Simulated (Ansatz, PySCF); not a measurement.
System: sum formula BNH$_{2}$F, net charge 0, doublet state. It need not be the lowest isomer of its formula. 
Structure (B3LYP-D3(BJ)/def2-TZVP (Ansatz, a first-principles code) minimum search):
```
B
F 1 1.3326
N 1 1.3995 2 122.39
H 3 1.0123 1 128.61 2 -113.05
H 1 1.1998 2 119.18 3 173.49
```
Charge 0, spin multiplicity 2.

Total electronic energies in hartree. Correlated levels leave the core frozen unless marked. UHF or UKS for open shells. Spin-orbit coupling is left out. Non-relativistic. CBS marks a two-point X^-3 extrapolation of the correlation energy; Hartree-Fock from the larger set. [CCSD(T)-MP2]/basis is that difference in the basis named.

```
level                                                                 program  energy (Eh)
-------------------------------------------------------------  --------------  -----------
HF/6-31G*                                                              Ansatz   -179.76895
BP86-D3(BJ)/def2-TZVPD                                          PySCF + dftd3   -180.72822
BP86/def2-TZVPD                                                         PySCF   -180.72557
TPSS-D3(BJ)/def2-TZVPD                                          PySCF + dftd3   (withheld)
PBE0-D3(BJ)/def2-TZVP                                          Ansatz + dftd3   -180.53600
PBE0-D3(BJ)/def2-TZVPD                                         Ansatz + dftd3   -180.53715
BHLYP/def2-TZVPD                                                       Ansatz   -180.65935
MN15-D3(BJ)/def2-TZVPD                                          PySCF + dftd3   -180.55936
MN15/def2-TZVPD                                                         PySCF   -180.55936
HSE06-D4/def2-TZVPD                                            Ansatz + dftd4   -180.52832
wB97X-V/def2-TZVPD                                                     Ansatz   -180.67057
PBE-QIDH/def2-TZVPD                                                    Ansatz   -180.50868
MP2/cc-pwCVTZ                                                          Ansatz   -180.37429
SCS-MP2/aug-cc-pVTZ                                                    Ansatz   -180.36846
RI-MP2/CBS(aug-cc-pVTZ,aug-cc-pVQZ)+[CCSD(T)-MP2]/aug-cc-pVTZ          Ansatz    -180.4910
```

Question: Some entries are withheld; supply them.

Answer: 
- TPSS-D3(BJ)/def2-TZVPD, energy (Eh): -180.75729
